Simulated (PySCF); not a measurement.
# Two-component Hartree-Fock for F(3+) (fluorine, charge +3)

Start: [He] 2s2 2p2; 2p1/2 filled at m_j = -1/2, +1/2. Calculated with PySCF 2.14 in an even-tempered Gaussian basis (19 s from 0.21 bohr⁻², ratio 2.4; 11 p from 0.27 bohr⁻², ratio 2.4; 5 d from 1.8 bohr⁻², ratio 2.6; 5 f from 2.6 bohr⁻², ratio 2.6): generalised Hartree-Fock with the X2C-1e Hamiltonian and a Gaussian nucleus; one run each with spin-orbit coupling (SO) switched off, then screened by Boettger's factors.

| spinor shell | electrons | ε, spin-free (eV) | ε, screened SO (eV) | weight of nominal j (screened SO) | rms radius, screened SO (bohr) |
| --- | --- | --- | --- | --- | --- |
| 1s1/2 | 2 | -796.54 | -796.52 | 1.000 | 0.203 |
| 2s1/2 | 2 | -102.23 | -102.23 | 1.000 | 0.957 |
| 2p1/2 | 2 | -88.036 | -88.050 | 0.507 | 0.905 |

| quantity | spin-free | screened SO |
| --- | --- | --- |
| E (hartree) | -95.41138 | -95.41252 |
| M_J | 0 | 0 |
| ⟨J²⟩ | 2.003 | 1.973 |
| ⟨L²⟩ | 2.001 | 2.001 |
| ⟨S²⟩ | 2.002 | 2.002 |

The determinant has a definite M_J but mixes levels of different J.

Each row is a mean over spinors that exchange with the open shell spreads, by up to 12.128 eV (2s1/2).

Rows whose weight is well below 1 are mixtures of j = l ± 1/2: exchange outweighs spin-orbit coupling there, and the label is only the starting occupation.

Without spin-orbit coupling the j labels of p, d and f shells carry no meaning; the spin-free column gives the mean over the occupied spinors of each nl shell.
